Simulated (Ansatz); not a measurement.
Compare A (`O[SiH]([SiH3])S`) with its isomer B (`[SiH3]O[SiH2]S`).

Computed with Ansatz on PBE0-D4/def2-TZVP structures; ΔE is electronic, products minus reactants. CCSD(T)/CBS adds triple-zeta CCSD(T) − MP2 to the extrapolated MP2 energy (def2 sets, frozen cores). DFT in def2-TZVPP. B3LYP here is the variant with VWN-RPA as its local correlation; programs differ in this. Each species was taken in one conformer, which may not be the lowest.

Task: Which isomer does CCSD(T)/CBS put lower? Give the gap. (Best estimate.)

Result: Computed: B, by 109.7 kJ/mol.

Task: Give E(B) − E(A) in kJ/mol with r2SCAN-D4, HF/def2-TZVPP, LDA (SPW92), B3LYP, ωB97M-V, PBE-D4, BLYP-D4. (Estimate.)

Result: Computed: r2SCAN-D4 -102.4, HF/def2-TZVPP -137.4, LDA (SPW92) -83.2, B3LYP -108.8, ωB97M-V -111.3, PBE-D4 -81.7, BLYP-D4 -102.3. None reverses the order clearly.

Task: Does the order hold for the free energy at 298.15 K (harmonic terms from PBE0-D4)? (Best estimate.)

Result: Ansatz gave: Yes: G(B) − G(A) = -112.1 kJ/mol, for one conformer each. Modes under 60 cm⁻¹, often nearly free rotors, make the harmonic entropy too high.

Largest T1 diagnostic: 0.012.

From PBE to PBE0 (25 % exact exchange), in def2-TZVPP and without D4, E(B) − E(A) moves by −9.6 kJ/mol. In def2-TZVPP, CCSD(T) changes the Hartree–Fock value by +26.7 kJ/mol (the triples alone add +3.8 kJ/mol) and MP2 by +19.7 kJ/mol.
